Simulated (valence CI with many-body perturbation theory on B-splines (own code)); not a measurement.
# Gd⁵⁷⁺: calculated level list

Method: valence CI with perturbative core correlation (CI+MBPT): five valence electrons over a frozen Dirac-Fock core [He], a basis of 11 s, 11 p, 10 d, 8 f, 5 g, 2 h functions for each j, with the one-electron correlation potential Σ1, the two-electron term Σ2, the three-electron term Σ3, Breit, model QED; selected CI, second order for the rest, scaled by the run's own slope (own B-spline code, finite nucleus).

No measured spectrum was set against this ion. As an estimate, large intervals hold to a few tenths of a per cent, small ones and those within an open d or f shell to about a per cent. Among the levels kept, up to 7300 cm⁻¹ of a level comes from second order outside the variational space, and about a tenth of that is noise between levels of different J, which matters for small intervals.

Levels 46 to 90 of 200, with energies above the lowest level, (2s^2 2p1/2^2 2p3/2) J=3/2. "Leading %" is the weight of the configuration and term that name the level; weights of strongly mixed levels are sums over their largest components and can fall short. In the jj column 3d3/2^4 stands for four electrons in 3d with j = 3/2. Lifetimes count E1, E2, E3, M1 and M2 decay at the calculated energies, and are blank where another channel may lead or the interval is too uncertain; long ones can be off by a factor of two.

```tsv
No.	Configuration	Term	J	E (eV)	Leading %	Lifetime	g	Leading jj
46	2s2 2p2 3d	2G	7/2	7661.4	52	143 fs	1.018	2s^2 2p1/2 2p3/2 3d3/2 (98 %)
47	2s 2p3 3p	2D	3/2	7663.2	19	2.03 fs	0.972	2s 2p1/2^2 2p3/2 3p1/2 (78 %)
48	2s2 2p2 3d	2D	5/2	7675.3	34	1.20 fs	1.146	2s^2 2p1/2 2p3/2 3d3/2 (93 %)
49	2s2 2p2 3d	2D	3/2	7683.7	37	1.85 fs	1.074	2s^2 2p1/2 2p3/2 3d3/2 (77 %)
50	2s2 2p2 3d	2P	1/2	7691.5	32	1.43 fs	1.606	2s^2 2p1/2 2p3/2 3d3/2 (85 %)
51	2s2 2p2 3d	4D	7/2	7697.1	46	43.7 fs	1.300	2s^2 2p1/2 2p3/2 3d5/2 (99 %)
52	2s2 2p2 3d	2P	3/2	7713.8	38	1.51 fs	1.339	2s^2 2p1/2 2p3/2 3d5/2 (96 %)
53	2s2 2p2 3d	2F	5/2	7715.9	43	1.20 fs	1.139	2s^2 2p1/2 2p3/2 3d5/2 (96 %)
54	2s2 2p2 3d	2G	9/2	7716.1	64	16.3 ps	1.173	2s^2 2p1/2 2p3/2 3d5/2 (100 %)
55	2s2 2p2 3d	2D	5/2	7731.1	61	867 as	1.237	2s^2 2p1/2 2p3/2 3d5/2 (97 %)
56	2s2 2p2 3d	2F	7/2	7738.5	68	793 as	1.121	2s^2 2p1/2 2p3/2 3d5/2 (97 %)
57	2s2 2p2 3d	2D	3/2	7742.8	58	1.18 fs	0.962	2s^2 2p1/2 2p3/2 3d5/2 (99 %)
58	2s2 2p2 3d	2P	1/2	7747.3	59	1.10 fs	1.181	2s^2 2p1/2 2p3/2 3d5/2 (99 %)
59	2s 2p3 3p	4D	7/2	7801.4	48	234 fs	1.437	2s 2p1/2^2 2p3/2 3p3/2 (98 %)
60	2s 2p3 3p	4P	3/2	7809.5	32	5.47 fs	1.525	2s 2p1/2^2 2p3/2 3p3/2 (98 %)
61	2s 2p3 3p	4P	5/2	7824.7	38	5.86 fs	1.418	2s 2p1/2^2 2p3/2 3p3/2 (98 %)
62	2s 2p3 3p	2P	1/2	7828.6	39	3.31 fs	1.465	2s 2p1/2^2 2p3/2 3p3/2 (99 %)
63	2s 2p3 3p	2D	5/2	7881.2	31	7.36 fs	1.254	2s 2p1/2^2 2p3/2 3p3/2 (99 %)
64	2s 2p3 3d	4D°	5/2	7886.3	30	12.7 fs	1.259	2s 2p1/2^2 2p3/2 3d3/2 (98 %)
65	2s 2p3 3d	4D°	3/2	7890.5	28	5.91 fs	1.369	2s 2p1/2^2 2p3/2 3d3/2 (99 %)
66	2s 2p3 3d	4F°	7/2	7893.2	24	334 fs	1.249	2s 2p1/2^2 2p3/2 3d3/2 (93 %)
67	2s 2p3 3d	4P°	1/2	7893.5	46	15.0 fs	2.309	2s 2p1/2^2 2p3/2 3d3/2 (99 %)
68	2s 2p3 3p	2P	3/2	7895.4	34	8.37 fs	1.219	2s 2p1/2^2 2p3/2 3p3/2 (99 %)
69	2s 2p3 3p	4P	1/2	7899.5	41	86.9 fs	1.764	2s 2p1/2^2 2p3/2 3p3/2 (99 %)
70	2s 2p3 3d	4F°	9/2	7937.9	50	14.0 ps	1.339	2s 2p1/2^2 2p3/2 3d5/2 (99 %)
71	2s 2p3 3d	2D°	3/2	7951.7	29	8.70 fs	0.990	2s 2p1/2^2 2p3/2 3d3/2 (59 %)
72	2s 2p3 3d	2D°	5/2	7958.7	31	1.82 fs	1.308	2s 2p1/2^2 2p3/2 3d5/2 (95 %)
73	2s 2p3 3d	2F°	5/2	7965.6	33	7.16 fs	0.945	2s 2p1/2^2 2p3/2 3d3/2 (95 %)
74	2s 2p3 3d	4D°	7/2	7966.4	41	923 as	1.280	2s 2p1/2^2 2p3/2 3d5/2 (93 %)
75	2s 2p3 3d	4D°	1/2	7970.7	54	3.16 fs	0.605	2s 2p1/2^2 2p3/2 3d3/2 (84 %)
76	2s 2p3 3d	2D°	3/2	7982.2	40	1.47 fs	1.076	2s 2p1/2^2 2p3/2 3d5/2 (59 %)
77	2s 2p3 3d	2P°	1/2	7989.1	59	1.55 fs	0.675	2s 2p1/2^2 2p3/2 3d5/2 (84 %)
78	2s2 2p2 3s	4P	5/2	8013.5	63	22.0 fs	1.433	2s^2 2p3/2^2 3s (98 %)
79	2s2 2p2 3s	2P	3/2	8022.2	54	6.55 fs	1.160	2s^2 2p3/2^2 3s (99 %)
80	2s 2p3 3d	2F°	7/2	8023.7	34	4.60 fs	1.170	2s 2p1/2^2 2p3/2 3d5/2 (99 %)
81	2s 2p3 3d	2D°	5/2	8036.7	36	898 as	1.136	2s 2p1/2^2 2p3/2 3d5/2 (98 %)
82	2s 2p3 3d	2P°	3/2	8038.1	31	1.34 fs	1.279	2s 2p1/2^2 2p3/2 3d5/2 (99 %)
83	2s2 2p2 3s	2S	1/2	8068.2	68	11.3 fs	1.982	2s^2 2p3/2^2 3s (98 %)
84	2s2 2p2 3p	4P°	3/2	8112.1	26	367 fs	1.431	2s^2 2p3/2^2 3p1/2 (98 %)
85	2s2 2p2 3p	2D°	5/2	8115.0	39	492 fs	1.174	2s^2 2p3/2^2 3p1/2 (98 %)
86	2s2 2p2 3p	2P°	1/2	8164.6	74	515 fs	0.657	2s^2 2p3/2^2 3p1/2 (98 %)
87	2s 2p3 3s	6S°	5/2	8199.1	49	28.0 fs	1.641	2s 2p1/2 2p3/2^2 3s (98 %)
88	2s 2p3 3s	4S°	3/2	8223.3	48	7.28 fs	1.475	2s 2p1/2 2p3/2^2 3s (98 %)
89	2s 2p3 3s	4D°	7/2	8236.9	96	24.8 fs	1.397	2s 2p1/2 2p3/2^2 3s (96 %)
90	2s 2p3 3s	2D°	5/2	8259.9	73	8.19 fs	1.219	2s 2p1/2 2p3/2^2 3s (96 %)
```
